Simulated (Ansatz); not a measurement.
C$_{2}$H$_{8}$N$_{2}$Si (`CNC(=N)[SiH3]`), relaxed with RKS PBE0-D4/def2-TZVP in Ansatz from a PBE-D4/def2-SVP geometry. The force threshold is 0.005 eV/Å; the program also tests the step.

Charge 0, multiplicity 1.

Start:

```xyz
13

C    -0.164    1.778    1.157
N     0.057    0.919    0.010
C    -0.064   -0.449    0.114
N    -0.290   -0.992    1.271
Si    0.286   -1.436   -1.492
H    -1.233    1.809    1.470
H     0.409    1.387    2.021
H     0.175    2.805    0.923
H    -0.014    1.331   -0.920
H    -0.306   -2.019    1.194
H     1.742   -1.811   -1.561
H    -0.055   -0.632   -2.724
H    -0.542   -2.690   -1.461
```

```json
{"step": "1", "energy (eV)": "-13054.4174", "largest force (eV/Å)": "0.887", "largest move (Å)": "0.000"}
{"step": "2", "energy (eV)": "-13054.4712", "largest force (eV/Å)": "0.257", "largest move (Å)": "0.038"}
{"step": "3", "energy (eV)": "-13054.4757", "largest force (eV/Å)": "0.074", "largest move (Å)": "0.014"}
{"step": "4", "energy (eV)": "-13054.4762", "largest force (eV/Å)": "0.037", "largest move (Å)": "0.010"}
{"step": "5 (rejected)", "energy (eV)": "-13054.4761", "largest force (eV/Å)": "0.101", "largest move (Å)": "0.025"}
{"step": "6", "energy (eV)": "-13054.4766", "largest force (eV/Å)": "0.022", "largest move (Å)": "0.012"}
{"step": "7", "energy (eV)": "-13054.4772", "largest force (eV/Å)": "0.010", "largest move (Å)": "0.037"}
{"step": "8", "energy (eV)": "-13054.4773", "largest force (eV/Å)": "0.031", "largest move (Å)": "0.046"}
{"step": "9", "energy (eV)": "-13054.4774", "largest force (eV/Å)": "0.015", "largest move (Å)": "0.009"}
{"step": "10", "energy (eV)": "-13054.4775", "largest force (eV/Å)": "0.009", "largest move (Å)": "0.004"}
{"step": "11", "energy (eV)": "-13054.4775", "largest force (eV/Å)": "0.005", "largest move (Å)": "0.003"}
{"step": "12", "energy (eV)": "-13054.4775", "largest force (eV/Å)": "0.001", "largest move (Å)": "0.004"}
```

End:

```xyz
13

C    -0.164    1.759    1.155
N     0.085    0.912    0.016
C    -0.049   -0.439    0.104
N    -0.309   -0.980    1.238
Si    0.280   -1.430   -1.479
H    -1.202    1.687    1.497
H     0.474    1.457    1.988
H     0.060    2.791    0.887
H     0.071    1.328   -0.897
H    -0.353   -1.991    1.162
H     1.715   -1.808   -1.546
H    -0.055   -0.627   -2.689
H    -0.553   -2.657   -1.436
```

It took 40 s on 4 threads of an Arm Neoverse V2 on a shared host, with 0.54 GiB of host memory at the peak.
